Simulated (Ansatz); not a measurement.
`Cl[SiH2][O][GeH3]`, relaxed with RKS PBE-D4/def2-SVP in Ansatz from a rough embedded geometry. The force threshold is 0.03 eV/Å; the program also tests the step.

Total charge 0; spin multiplicity 1.

Start:

```xyz
9

Cl    0.993   -3.021    0.787
Si    0.774   -1.041    0.342
O    -0.881   -0.748   -0.069
Ge   -0.884    1.075   -0.349
H     1.160   -0.275    1.551
H     1.668   -0.696   -0.789
H    -0.498    1.855    0.882
H    -2.353    1.435   -0.744
H     0.021    1.417   -1.612
```

By how much does the energy fall, and how many steps does the optimiser take? (An estimate is asked.)

The calculation gave: 8.82 kcal/mol, in 6 steps.

Which bonds change most? (Estimate.)

The calculation gave: Si2–O3 from 1.730 to 1.658 Å; Ge4–H7 from 1.508 to 1.552 Å; O3–Ge4 from 1.844 to 1.803 Å; Ge4–H9 from 1.591 to 1.552 Å.

Give the relaxed structure. (An estimate is asked.)

Computed: 
```xyz
9

Cl    0.597   -3.147    0.717
Si    0.961   -1.130    0.404
O    -0.471   -0.416   -0.029
Ge   -1.026    1.249   -0.442
H     1.490   -0.555    1.687
H     1.981   -1.013   -0.693
H    -0.757    2.171    0.778
H    -2.536    1.107   -0.735
H    -0.238    1.733   -1.688
```
